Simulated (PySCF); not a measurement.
## Carbon: a sound run and one with changed settings

Sound run: C⁺ [He] 2s2 2p1, C²⁺ [He] 2s2. Calculation: PySCF 2.14, in def2-TZVP; the non-relativistic Hamiltonian (point nucleus). In the sound run the correlated levels freeze 1s2. The sound run starts from symmetry-adapted Hartree-Fock orbitals and uses a fine grid where one is needed.

Changed run: a valence shell is frozen. This setting is unsound on purpose.

Ionisation energy of C⁺:

| method | sound run (eV) | changed run (eV) |
| --- | --- | --- |
| UHF | 24.170 | 24.170 |
| MP2 | 24.372 | 24.170 |
| SCS-MP2 | 24.335 | 24.170 |
| CCSD | 24.203 | 24.170 |
| CCSD(T) | 24.234 | 24.170 |
| CCSDT | n/a | 24.170 |
| FCI | n/a | 24.170 |

Freezing a valence shell removes pair correlation that changes on ionisation.

For comparison, NIST gives 24.383 eV between the lowest levels.
